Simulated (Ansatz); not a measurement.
The Si6–H7 bond of CH6BeSi (SMILES [CH3][Be][SiH3]) is stretched (multiplicity 1, the rest rigid).
Geometry at rest (charge 0, multiplicity 1):
```xyz
9

Be    -0.094     0.609    -0.432
C     -0.304     1.962    -1.393
H     -1.099     2.614    -1.016
H     -0.571     1.697    -2.422
H      0.606     2.571    -1.449
Si     0.179    -1.160     0.823
H      0.213    -2.419     0.029
H     -0.914    -1.321     1.822
H      1.452    -1.115     1.596
```

Frozen-core correlation.

Codes used: Ansatz (a program for electronic structure) with Gaussian orbitals. Values without a source in brackets are computed.

Energies above the point at 1.489 Å (the B3LYP-D3(BJ) bond length), FIC-MRCISD+Q on CASSCF(2,2)/cc-pV(D+d)Z (kcal/mol): 6.01 at 1.340 Å; 3.36 at 1.638 Å; 86.10 at 4.766 Å.

### Question
Take the last value as the depth D of a Morse curve D(1 − e^(−a(R − R₀)))², fit a and R₀ to the two near points, and test it at 2.011 and 2.606 Å.

### Answer

With D = 86.1, both near points (counted from the curve's value at 1.489 Å) are met by a = 1.53 Å⁻¹ and R₀ = 1.494 Å, so k = 2Da² = 402 kcal/(mol Å²). The curve then gives 25.7 and 57.5 kcal/mol; the level itself gives 26.8 and 62.4, so Morse is off by -1.1 and -4.9.
